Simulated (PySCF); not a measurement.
## State search for ZnCl

Unrestricted PBE0; PySCF, spin-free X2C with a Gaussian nucleus, basis sets Zn x2c-SVPall, Cl x2c-SVPall. Outer shells of the fragments: Zn 3d10 4s2; Cl 3s2 3p5.

Followed along the bond (rough minima from three points):

| 2Ms+1 | unpaired | ⟨S²⟩ at the start | R at minimum (Å) | Te (eV) |
| --- | --- | --- | --- | --- |
| 2 | σ ↑ | 0.75 | 2.18 | 0.00 |
| 4 | σ ↑, π ↑↑ | 3.75 | none in the scan | ≤ 7.20 |

Solutions found at the starting distance of 2.160 Å, counted from the lowest of them; the search is not exhaustive and high or unbound solutions are not listed, so other states can lie among these:

| 2Ms+1 | unpaired | term | E (eV) | ⟨S²⟩ | ⟨Lz²⟩ | μ (D) |
| --- | --- | --- | --- | --- | --- | --- |
| 2 | σ ↑ | ²Σ⁺ | 0.00 | 0.75 | 0.00 | -2.81 |
| 2 | π ↑ | ²Π | 3.71 | 0.75 | 1.01 | 3.30 |
| 2 | π ↑ | ²Π | 5.10 | 0.78 | 1.00 | -3.57 |
| 4 | σ ↑, π ↑↑ | mixed | 7.50 | 3.75 | 2.01 | 2.37 |
| 4 | σ ↑, π ↑↑ | mixed | 7.67 | 3.75 | 2.01 | 2.46 |
| 4 | σ ↑↑, π ↑ | ⁴Π | 8.43 | 3.76 | 1.02 | 1.43 |

A term symbol is given only where ⟨S²⟩ and ⟨Lz²⟩ are close to those of a pure state; real π, δ and φ orbitals otherwise mix terms. A positive dipole means Zn(−)Cl(+).

Counting both spins, an empty level lies below a filled one in some of these solutions, because spin and occupation are held.
